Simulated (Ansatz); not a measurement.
Isolated molecules relaxed with PBE0-D4/def2-TZVP in Ansatz; ΔE leaves out vibrations. CCSD(T)/CBS is the MP2 limit (def2-TZVPP, def2-QZVPP) plus CCSD(T) − MP2 in def2-TZVPP, frozen cores. This one scheme is used for every species. Functionals use def2-TZVPP. B3LYP here is the variant with VWN-RPA as its local correlation; programs differ in this. One conformer a species, not always the lowest.

`[SiH3]P` + `F[SiH2][S][AlH2]` → `F[SiH2]P` + `[AlH2][S][SiH3]`  (redistribution)

`[SiH3]P`:

Z-matrix (Å, degrees):
```
Si
P 1 2.255
H 1 1.487 2 113.9
H 1 1.486 2 108.0 3 -121.2
H 1 1.486 2 108.0 3 121.2
H 2 1.421 1 93.8 3 -46.7
H 2 1.421 1 93.8 3 47.0
```

`F[SiH2][S][AlH2]`:

Z-matrix (Å, degrees):
```
Si
S 1 2.117
F 1 1.599 2 110.5
H 1 1.479 2 107.6 3 117.4
H 1 1.480 2 112.0 3 -119.0
Al 2 2.190 1 98.6 3 72.9
H 6 1.577 2 116.3 1 -176.2
H 6 1.579 2 118.5 1 4.4
```

`F[SiH2]P`:

```xyz
7

F    -1.173   -1.403   -1.050
Si    0.088   -0.704   -0.351
P    -0.661    0.920    1.005
H     0.786   -1.721    0.474
H     0.977   -0.228   -1.438
H    -0.690    1.899   -0.025
H     0.673    1.237    1.385
```

`[AlH2][S][SiH3]`:

```xyz
8

Al    0.853    0.347   -1.606
S     1.076   -1.013    0.082
Si   -0.586   -0.341    1.253
H    -0.338    1.388   -1.579
H     1.901    0.219   -2.779
H    -0.603   -1.172    2.482
H    -1.865   -0.516    0.521
H    -0.437    1.088    1.627
```

Task: Is it downhill or uphill in electronic energy at CCSD(T)/CBS, and by how much? (An estimate is asked.)

Result: Computed: Uphill: ΔE = +13.1 kJ/mol.

Task: What do these levels give: B97M-V, B3LYP-D4, r2SCAN0-D4, BHLYP-D4, ωB97X-V, B2PLYP, BLYP, RPA@PBE/def2-TZVPP, MP2/def2-SVP, CCSD/def2-SVP, CCSD(T)/def2-SVP, HF/def2-QZVPP? (Best estimate.)

Result: Ansatz gave: B97M-V 13.4, B3LYP-D4 13.3, r2SCAN0-D4 13.9, BHLYP-D4 13.0, ωB97X-V 13.2, B2PLYP 13.2, BLYP 12.7, RPA@PBE/def2-TZVPP 12.5, MP2/def2-SVP 16.5, CCSD/def2-SVP 15.7, CCSD(T)/def2-SVP 16.0, HF/def2-QZVPP 11.6 kJ/mol.

Largest T1 diagnostic among the species: 0.013.

Leaving LDA and LC-ωPBE aside and taking each functional with its dispersion term where it has one, the values, not all of them listed here, spread over 1.0 kJ/mol, from BHLYP-D4 to r2SCAN-D4.
